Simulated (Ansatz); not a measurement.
A run for Ansatz (a program for electronic structure): R-wB97M-V/def2-TZVPPD on C4H8 (a complex), monomers drawn apart or pushed together. Files ending in .json are basis or fitting sets from the Basis Set Exchange.

Ansatz 0.2 input:
```yaml
crystal:
  periodic: [false, false, false]
  atoms:
    - {symbol: C, position_ang: [0.42229757, -0.24328049, -0.58113659]}
    - {symbol: C, position_ang: [-0.33587133, 0.00520841, 0.31109152]}
    - {symbol: H, position_ang: [1.09553213, -0.46375577, -1.37326245]}
    - {symbol: H, position_ang: [-1.00565897, 0.22474297, 1.10641608]}
    - {symbol: C, position_ang: [-0.77477753, 0.31156919, 5.12882017]}
    - {symbol: C, position_ang: [0.69662821, -0.09220167, 5.10536901]}
    - {symbol: H, position_ang: [-0.93717893, 1.25327036, 4.59908986]}
    - {symbol: H, position_ang: [-1.13568903, 0.44796198, 6.15004294]}
    - {symbol: H, position_ang: [-1.40356775, -0.45012183, 4.66169477]}
    - {symbol: H, position_ang: [1.05532400, -0.22778848, 4.08366851]}
    - {symbol: H, position_ang: [0.85660853, -1.03060987, 5.63977518]}
    - {symbol: H, position_ang: [1.32175811, 0.66796355, 5.57776072]}
basis:
  gaussian:
    orbitals: def2-TZVPPD.json
hamiltonian:
  xc: {name: wB97M-V}
scf: {lower_state_search: off}
```

Give the final energy of this run.

-157.1208 hartree.

How many basis functions does it have, and what does it roughly cost on one machine?

284 functions; roughly 6 core-seconds.
